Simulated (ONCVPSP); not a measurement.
## Ranking ONCV potentials for nickel (Ni)

All share these settings but for the change named:

ONCVPSP 4.0.1 input, shortened (lines: element, Z, core and valence counts, functional; n l f; lmax; l rc ep ncon nbas qcut; lloc lpopt rc5 dvloc0; l nproj debl; icmod fcfact rcfact), PW91, scalar-relativistic:

```
  Ni 28.00    3    4  -109134      upf
    1    0    2.00
    2    0    2.00
    2    1    6.00
    3    0    2.00
    3    1    6.00
    3    2    8.00
    4    0    1.00
    3
    0    1.50    0.00    5   10    7.80
    1    1.20    0.00    5    8   12.30
    2    1.65    0.00    4    9   10.10
    3    1.40    0.23    4    9    7.80
    4    5    1.20    4.00
    0    2    2.50
    1    2    1.50
    2    2    3.60
    3    1    3.60
    0    0.00    0.00
```

In the p channel the program set the typed energies aside and used -2.961, 0.250 Ha.

Test errors are all-electron minus pseudo excitation energies from the reference, over 3s2 3p6 3d8 4s2; 3s2 3p6 3d8 4s0; 3s2 3p6 3d7 4s0; 3s2 3p6 3d9 4s1. None of these files shows a bound ghost.

The base gives 71.6 meV.

Of 6 variants that were run, those that failed, showed a ghost or another fault, or gave nearly equal values are left out.

A variant can come out equal or close to the base, since the largest error may sit in a test that the change hardly touches while other tests move.

Problem. Rank these variants by their largest absolute test error, smallest first.
A. s: qcut 10.8; p: qcut 17; d: qcut 14; f: qcut 10.8
B. s: rc 1.42
C. d: qcut 8.2

Solution. A (34.3 meV), B (71.6 meV), C (113.7 meV).
